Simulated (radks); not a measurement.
All-electron atom: Sb in [Kr] 4d10 5s2 5p2 6p1 (not the ground configuration). Method: scalar-relativistic Kohn-Sham, PBE, spin-polarised, spherical densities, point nucleus; open shells are filled with parallel spins first (spin-orbit coupling, left out, can overturn this in heavy ions); computed with a radial shooting solver on a logarithmic mesh with Libxc functionals.

X-ray form factor f0, the Fourier transform of the density (f0(0) = 51):

| sin(theta)/lambda (1/angstrom) | f0 (electrons) |
|---|---|
| 0.05 | 49.303 |
| 0.1 | 46.894 |
| 0.15 | 44.066 |
| 0.2 | 41.041 |
| 0.25 | 38.157 |
| 0.3 | 35.479 |
| 0.4 | 30.729 |
| 0.5 | 26.783 |
| 0.6 | 23.656 |
| 0.8 | 19.420 |
| 1 | 16.672 |
| 1.25 | 13.857 |
| 1.5 | 11.318 |
| 2 | 7.627 |
